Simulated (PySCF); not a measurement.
## `C#CCPC(=C)C` in a uniform electric field

Compound: C6H9P.
Geometry (GFN2-xTB, Å), atoms numbered from 1 in this order:
```xyz
16
C6H9P angstrom
C      3.1776   -1.9175    0.0222
C      2.0649   -1.4840    0.1077
C      0.7400   -0.9225    0.1957
P      0.8557    0.9372    0.4610
C     -0.8462    1.3699   -0.0692
C     -1.0785    2.1390   -1.1237
C     -1.9326    0.8715    0.8348
H      4.1436   -2.3192   -0.0476
H      0.2140   -1.3563    1.0526
H      0.1774   -1.1315   -0.7198
H      1.4512    1.1973   -0.7806
H     -0.2833    2.5030   -1.7533
H     -2.0778    2.4426   -1.3951
H     -2.8743    1.3762    0.6299
H     -1.6585    1.0385    1.8768
H     -2.0806   -0.2003    0.6971
```

Level: CAM-B3LYP/def2-SVPD (PySCF); nuclei fixed, core orbitals frozen in the response. Permanent dipole (-1.335, -0.244, -0.483) D (1 au = 2.5417 D). Static polarisability (au):

```
x   112.69 -23.35   1.95
y   -23.35  97.47 -10.28
z     1.95 -10.28  81.97
```

Only the terms in μ and α are kept: μ(F) = μ + αF and ΔE = −μ·F − ½ F·αF.

Q: What do fields of 0.154 V/Å (0.003 au) along the six axis directions do?

A: 
```json
{"field along": "+x", "induced x (D)": "0.859", "induced y (D)": "-0.178", "induced z (D)": "0.015", "total size (D)": "0.790", "−μ·F (kJ/mol)": "+4.137", "−½F·αF (kJ/mol)": "-1.331"}
{"field along": "−x", "induced x (D)": "-0.859", "induced y (D)": "0.178", "induced z (D)": "-0.015", "total size (D)": "2.251", "−μ·F (kJ/mol)": "-4.137", "−½F·αF (kJ/mol)": "-1.331"}
{"field along": "+y", "induced x (D)": "-0.178", "induced y (D)": "0.743", "induced z (D)": "-0.078", "total size (D)": "1.689", "−μ·F (kJ/mol)": "+0.756", "−½F·αF (kJ/mol)": "-1.152"}
{"field along": "−y", "induced x (D)": "0.178", "induced y (D)": "-0.743", "induced z (D)": "0.078", "total size (D)": "1.574", "−μ·F (kJ/mol)": "-0.756", "−½F·αF (kJ/mol)": "-1.152"}
{"field along": "+z", "induced x (D)": "0.015", "induced y (D)": "-0.078", "induced z (D)": "0.625", "total size (D)": "1.366", "−μ·F (kJ/mol)": "+1.497", "−½F·αF (kJ/mol)": "-0.968"}
{"field along": "−z", "induced x (D)": "-0.015", "induced y (D)": "0.078", "induced z (D)": "-0.625", "total size (D)": "1.754", "−μ·F (kJ/mol)": "-1.497", "−½F·αF (kJ/mol)": "-0.968"}
```

Q: For the field (-0.0006, 0.0018, 0.0000) au, what is the induced dipole, and what angle does it make with the field?

A: αF = (-0.279, 0.482, -0.050) D, at 12.7° to the field. The polarisability along this direction, F·αF/F², is 113.00 au, against a mean of 97.38 au.

Q: At what field along the permanent dipole would the induced dipole along it equal the permanent one, in this linear picture?

A: The polarisability along the dipole is 101.51 au, so F = 0.5667 au / 101.51 au = 0.0056 au = 0.29 V/Å; higher-order terms are ignored.

Q: What field makes μF equal to kT at 400 K?

A: kT = 1.2667 × 10⁻³ Eh, so F = 0.00224 au = 11.5 MV/cm.

Q: A unit point charge sits 6 Å away. Estimate the induction energy −αe²/2R⁴ with the mean polarisability, treating the molecule as a point.

A: R = 11.34 bohr, so the energy is −97.4/(2 × 11.34⁴) Eh = -7.73 kJ/mol. The charge–dipole term at its most favourable orientation, −μe/R², is -11.6 kJ/mol.

Geometry: GFN2-xTB, one conformer, isolated molecule.
